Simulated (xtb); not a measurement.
A run for xtb: GFN1-xTB on TaSi, 2S+1 = 6, a spin state set in the input, which need not be the lowest, a point of a bond scan (R = 2.515 Å).

```
$ xtb mol.xyz --gfn 1 --sp --chrg 0 --uhf 5
2

Ta     0.00000000     0.00000000     0.00000000
Si     0.00000000     0.00000000     2.51528600
```

The log:

```
[...]
           -------------------------------------------------
          |                Calculation Setup                |
           -------------------------------------------------



           -------------------------------------------------
          |                 G F N 1 - x T B                 |
           -------------------------------------------------

        Reference                      10.1021/acs.jctc.7b00118
      * Hamiltonian:
        H0-scaling (s, p, d)           1.850000    2.250000    2.000000
        zeta-weighting                 0.000000
      * Dispersion:
        s8                             2.400000
        a1                             0.630000
        a2                             5.000000
        s9                             0.000000
      * Repulsion:
        kExp                           1.500000
        rExp                           1.000000
      * Coulomb:
        alpha                          2.000000
        third order                    atomic
        anisotropic                    false
      * Halogen bond correction:
        rad-scale                      1.300000
        damping                        0.440000


          ...................................................
          :                      SETUP                      :
          :.................................................:
          :  # basis functions                  20          :
          :  # atomic orbitals                  18          :
          :  # shells                            6          :
          :  # electrons                         9          :
          :  # halogen bonds                     0          :
          :  max. iterations                   250          :
          :  Hamiltonian                  GFN1-xTB          :
          :  restarted?                      false          :
          :  GBSA solvation                  false          :
          :  PC potential                    false          :
          :  electronic temp.          300.0000000     K    :
          :  accuracy                    1.0000000          :
          :  -> integral cutoff          0.2500000E+02      :
          :  -> integral neglect         0.1000000E-07      :
          :  -> SCF convergence          0.1000000E-05 Eh   :
          :  -> wf. convergence          0.2000000E-04 e    :
          :  Broyden damping             0.4000000          :
          :  net charge                          0          :
          :  unpaired electrons                  5          :
          ...................................................

 iter      E             dE          RMSdq      gap      omega  full diag
   1     -3.2983029 -0.329830E+01  0.223E+01    1.97       0.0  T
   2     -3.5003949 -0.202092E+00  0.932E+00    0.24       1.0  T
   3     -3.5430886 -0.426937E-01  0.738E+00    1.47       1.0  T
   4     -3.5617880 -0.186994E-01  0.743E-01    1.04       1.0  T
   5     -3.5617399  0.480426E-04  0.331E-01    1.06       1.0  T
   6     -3.5617908 -0.508598E-04  0.897E-02    1.04       1.0  T
   7     -3.5617966 -0.576000E-05  0.582E-03    1.03      12.1  T
   8     -3.5617966 -0.104708E-07  0.257E-03    1.03      27.5  T
   9     -3.5617966 -0.296227E-08  0.343E-05    1.03    2062.8  T
  10     -3.5617966 -0.938361E-12  0.878E-07    1.03   80535.6  T

   *** convergence criteria satisfied after 10 iterations ***

         #    Occupation            Energy/Eh            Energy/eV
      -------------------------------------------------------------
         1        2.0000           -0.6508673             -17.7110
         2        1.9999           -0.3871129             -10.5339
         3        1.0000           -0.3682920             -10.0217
         4        1.0000           -0.3682920             -10.0217
         5        1.0000           -0.3506240              -9.5410
         6        1.0000           -0.3506240              -9.5410
         7        1.0000           -0.3446275              -9.3778 (HOMO)
         8                         -0.3067696              -8.3476 (LUMO)
         9                         -0.3067696              -8.3476
        10                         -0.2038549              -5.5472
        11                         -0.1646865              -4.4813
        12                         -0.1646865              -4.4813
       ...                                ...                  ...
        18                          1.4816760              40.3185
      -------------------------------------------------------------
                  HL-Gap            0.0378579 Eh            1.0302 eV
             Fermi-level           -0.3520289 Eh           -9.5792 eV

 SCC (total)                   0 d,  0 h,  0 min,  0.004 sec
 SCC setup                      ...        0 min,  0.000 sec (  3.831%)
 Dispersion                     ...        0 min,  0.000 sec (  2.452%)
 classical contributions        ...        0 min,  0.000 sec (  0.804%)
 integral evaluation            ...        0 min,  0.001 sec ( 23.267%)
 iterations                     ...        0 min,  0.002 sec ( 43.613%)
 molecular gradient             ...        0 min,  0.001 sec ( 18.031%)
 printout                       ...        0 min,  0.000 sec (  7.450%)

         :::::::::::::::::::::::::::::::::::::::::::::::::::::
         ::                     SUMMARY                     ::
         :::::::::::::::::::::::::::::::::::::::::::::::::::::
         :: total energy              -3.551518685418 Eh    ::
         :: gradient norm              0.001882446624 Eh/a0 ::
         :: HOMO-LUMO gap              1.030167135677 eV    ::
         ::.................................................::
         :: SCC energy                -3.561796570685 Eh    ::
         :: -> electrostatic           0.008140030790 Eh    ::
         :: repulsion energy           0.010839922939 Eh    ::
         :: dispersion energy         -0.000562037672 Eh    ::
         :: halogen bond corr.         0.000000000000 Eh    ::
         :: add. restraining           0.000000000000 Eh    ::
         :: total charge              -0.000000000192 e     ::
         :::::::::::::::::::::::::::::::::::::::::::::::::::::

           -------------------------------------------------
          |                Property Printout                |
           -------------------------------------------------

    * Orbital Energies and Occupations

         #    Occupation            Energy/Eh            Energy/eV
      -------------------------------------------------------------
         1        2.0000           -0.6508673             -17.7110
         2        1.9999           -0.3871129             -10.5339
         3        1.0000           -0.3682920             -10.0217
         4        1.0000           -0.3682920             -10.0217
         5        1.0000           -0.3506240              -9.5410
         6        1.0000           -0.3506240              -9.5410
         7        1.0000           -0.3446275              -9.3778 (HOMO)
         8                         -0.3067696              -8.3476 (LUMO)
         9                         -0.3067696              -8.3476
        10                         -0.2038549              -5.5472
        11                         -0.1646865              -4.4813
        12                         -0.1646865              -4.4813
        13                         -0.1313116              -3.5732
        14                         -0.1313116              -3.5732
        15                         -0.0760420              -2.0692
        16                          0.0803006               2.1851
        17                          0.0803006               2.1851
        18                          1.4816760              40.3185
Note: The following floating-point exceptions are signalling: IEEE_DENORMAL
normal termination of xtb
      -------------------------------------------------------------
                  HL-Gap            0.0378579 Eh            1.0302 eV
             Fermi-level           -0.3520289 Eh           -9.5792 eV

  Mulliken/CM5 charges         n(s)   n(p)   n(d)
     1Ta   -0.31478 -0.18369   0.816  0.082  4.416
     2Si    0.31478  0.18369   1.731  1.831  0.123

Wiberg/Mayer (AO) data.
largest (>0.10) Wiberg bond orders for each atom

 ---------------------------------------------------------------------------
     #   Z sym  total        # sym  WBO       # sym  WBO       # sym  WBO
 ---------------------------------------------------------------------------
     1  73 Ta   2.101 --     2 Si   2.101
     2  14 Si   2.101 --     1 Ta   2.101
 ---------------------------------------------------------------------------

Topologies differ in total number of bonds
Writing topology from bond orders to xtbtopo.mol

 dipole moment from electron density (au)
     X       Y       Z
   0.0000   0.0000   0.7871  total (Debye):    2.001


           -------------------------------------------------
          | TOTAL ENERGY               -3.551518685418 Eh   |
          | GRADIENT NORM               0.001882446624 Eh/α |
          | HOMO-LUMO GAP               1.030167135677 eV   |
           -------------------------------------------------

------------------------------------------------------------------------
------------------------------------------------------------------------
 total:
 SCF:
```

The run finished.

Cost: about 0.06 core-seconds (a rough figure).
